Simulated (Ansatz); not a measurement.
Geometry optimisation, Ansatz, RKS BHLYP/def2-SVP.

input.yaml

```yaml
crystal:
  periodic: [false, false, false]
  atoms:
    - { symbol: C, position_ang: [0.2473, -2.1395, -0.8036] }
    - { symbol: "N", position_ang: [1.0409, -1.0836, -0.2022] }
    - { symbol: C, position_ang: [0.89276, -0.94123, 1.27227] }
    - { symbol: Si, position_ang: [1.84693, -2.04906, 2.31757] }
    - { symbol: P, position_ang: [3.97162, -2.15069, 1.7136] }
    - { symbol: Cl, position_ang: [1.75834, -1.54957, 4.30822] }
    - { symbol: H, position_ang: [0.3277, -2.0864, -1.9014] }
    - { symbol: H, position_ang: [-0.8171, -1.9505, -0.56] }
    - { symbol: H, position_ang: [0.5137, -3.0668, -0.4226] }
    - { symbol: H, position_ang: [2.046, -1.17582, -0.47546] }
    - { symbol: H, position_ang: [-0.13563, -0.92228, 1.53308] }
    - { symbol: H, position_ang: [1.2889, 0.115, 1.49251] }
    - { symbol: H, position_ang: [1.2998, -3.53969, 2.26573] }
    - { symbol: H, position_ang: [4.35142, -0.89751, 2.23965] }
    - { symbol: H, position_ang: [4.47813, -2.86781, 2.82267] }
basis:
  gaussian: { orbitals: def2-SVP }
hamiltonian:
  xc: { name: BHLYP }
relax:
  f_tol: 0.015
  max_steps: 40
```

Launched with:

```bash
$ ansatz run input.yaml --threads 2 --pin off --max-ram 3072MiB --backend cpu --events-out ev --progress --plain --runs-dir out
```

Problem. Where does it end, and by what steps?

Solution. It converged. The force dipped under the threshold on the way, but the program's further checks kept it going. After 11 steps the energy has fallen by 0.520 eV; H10 moved furthest, 0.16 Å.

```csv
step,energy less start (eV),largest force component (eV/Å),accepted
0,0.0000,3.308,yes
1,-0.4015,1.014,yes
2,-0.5014,0.496,yes
3,-0.5144,0.225,yes
4,-0.5178,0.042,yes
5,-0.5184,0.068,yes
6,-0.5192,0.041,yes
7,-0.5196,0.023,yes
8,-0.5195,0.037,no
9,-0.5198,0.010,yes
10,-0.5199,0.015,yes
11,-0.5200,0.013,yes
```

```xyz
15
Properties=species:S:1:pos:R:3
C 0.253 -2.149 -0.742
N 1.001 -1.041 -0.205
C 0.932 -0.856 1.229
Si 1.864 -2.107 2.308
P 4.033 -2.132 1.678
Cl 1.597 -1.537 4.294
H 0.364 -2.172 -1.829
H -0.812 -2.013 -0.528
H 0.540 -3.141 -0.356
H 1.955 -1.052 -0.532
H -0.120 -0.848 1.540
H 1.311 0.139 1.490
H 1.357 -3.489 2.186
H 4.370 -0.927 2.341
H 4.465 -2.980 2.726
```

Whether the end is a true minimum wasn't checked by a vibrational analysis.

Run time: 77 s on 2 threads of Intel(R) Xeon(R) Platinum 8488C (Sapphire Rapids), on a shared host, peak memory 0.43 GiB.
